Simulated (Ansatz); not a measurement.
Reaction (cleavage of the Si–Ge bond): `C[SiH2][GeH3]` + `[SH][Ti]([Cl])([Cl])[Cl]` → `C[SiH2][S][Ti]([Cl])([Cl])[Cl]` + GeH₄

Program: Ansatz. Geometries: PBE0-D4/def2-TZVP. ΔE: electronic, gas phase. CBS: MP2 limit from def2 TZ/QZ plus the TZ coupled-cluster correction, frozen cores. DFT in def2-TZVPP. B3LYP here is the variant with VWN-RPA as its local correlation; programs differ in this. For Ge, Ti outer-core shells are correlated without core-valence functions, which leaves a few kJ/mol of doubt a bond. Scalar relativity is left out up to krypton. One conformer a species, not always the lowest.

Q: Is it downhill or uphill in electronic energy at CCSD(T)/CBS, and by how much? (An estimate is asked.)

A: Computed: Downhill: ΔE = -69.3 kJ/mol.

Q: What do these levels give: r2SCAN-D4, B3LYP-D4, PBE-QIDH, PBE0, LC-ωPBE, MP2/def2-TZVPP? (Estimate.)

A: Computed: r2SCAN-D4 -64.3, B3LYP-D4 -65.8, PBE-QIDH -67.2, PBE0 -53.6, LC-ωPBE -56.9, MP2/def2-TZVPP -79.1 kJ/mol.

Q: What do rigid-rotor, harmonic-oscillator terms from PBE0-D4/def2-TZVP frequencies (298.15 K, 1 bar) make of the CCSD(T)/CBS value? (Best estimate.)

A: The calculation gave: ΔZPE = +1.8 kJ/mol, ΔH = -67.5 kJ/mol, ΔS = -44 J/(mol·K), ΔG = -54.5 kJ/mol. Modes under 50 cm⁻¹ make the entropy rough.

Largest T1 diagnostic among the species: 0.026, so the coupled-cluster value is less sure than usual.

At CCSD(T), def2-SVP lies −6.7 kJ/mol from the extrapolated value and def2-TZVPP +2.8 kJ/mol. From BLYP to BHLYP (50 % exact exchange), in def2-TZVPP and without D4, ΔE moves by −11.0 kJ/mol. In def2-TZVPP, CCSD(T) changes the Hartree–Fock value by −7.5 kJ/mol (the triples alone add −4.9 kJ/mol) and MP2 by −20.1 kJ/mol.
